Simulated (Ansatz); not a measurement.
Molecule: IrH, charge 0, multiplicity 3. The spin state was set by rule; other spins were not relaxed. SMILES: [IrH]
Geometry: optimised at B3LYP-D3(BJ)/def2-TZVP (Ansatz, an electronic-structure program).

Wanted: vertical ionisation energy (to the quartet state of charge +1; each state is the SCF solution reached for its spin), in eV. Valence correlation only, unless marked. UHF or UKS for open shells. No spin-orbit coupling. Frozen are the shells of the preceding noble gas and the d and f shells that filled before the atom's block. Past Kr the def2 sets carry scalar-relativistic core potentials. CBS marks a two-point X^-3 extrapolation of the correlation energy; Hartree-Fock from the larger set.

```json
[
 {"level": "SVWN5/def2-TZVPD", "program": "Ansatz", "vertical ionisation energy (eV)": "9.32"},
 {"level": "PBE/def2-TZVPD", "program": "Ansatz", "vertical ionisation energy (eV)": "9.00"}
]
```

Q: Predict the CCSD(T)/CBS(def2-TZVPPD,def2-QZVPPD) result (Ansatz).

A: 8.78 eV, so PBE/def2-TZVPD differs from it by 0.22 eV.
